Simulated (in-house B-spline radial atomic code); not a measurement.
**Ionising the krypton ion Kr⁴⁺ with different functionals**

Computed with a B-spline radial code for spherical atoms: scalar-relativistic (spin-free X2C) Hamiltonian, Fermi nucleus of rms radius 4.1884 fm, spin-polarised at highest spin, spherical fractional occupations for the functionals, and exact exchange of hybrids averaged over the configuration. The ionisation energy is the difference of two self-consistent energies, [Ar] 3d10 4s2 4p2 → [Ar] 3d10 4s2 4p1, without Breit or QED terms; ε is the level of the shell that loses the electron (its least bound occupied spin orbital). There is no spin-orbit coupling in this Hamiltonian.

```tsv
method	rung	ΔSCF (eV)	-ε(4p) (eV)
PBE0	global hybrid	64.28	59.40
B3LYP	global hybrid	64.30	58.98
TPSSh	global hybrid	64.34	58.45
BHandHLYP	global hybrid	?	?
r2SCAN0	global hybrid	64.56	59.76
B97-1	global hybrid	64.13	58.98
HSE06	range-separated hybrid	64.23	58.92
wB97X	range-separated hybrid	63.99	61.78
CAM-B3LYP	range-separated hybrid	64.31	60.85
LC-wPBE	range-separated hybrid	?	?
```

Problem. What does BHandHLYP give?

Solution. ΔSCF 64.17 eV, and -ε(4p) = 60.94 eV.

Problem. What does LC-wPBE give?

Solution. ΔSCF 64.37 eV, and -ε(4p) = 62.50 eV.

Problem. Among the functionals, which spreads more, the ΔSCF values or the orbital energies?

Solution. The orbital energies: ΔSCF values span about 0.58 eV and the orbital energies 4.05 eV; here energy differences depend much less on the functional than eigenvalues do.

Problem. How do they compare with the NIST value?

Solution. NIST lists 64.7 eV ± 0.2 (semi-empirical, ground level to ground level). Errors run from -0.70 to -0.13 eV; r2SCAN0 is closest (-0.13 eV), though others lie within the uncertainty of it, and part of that can be cancellation, since the calculations leave out spin-orbit coupling, Breit-QED terms, multiplet and fine-structure energies.
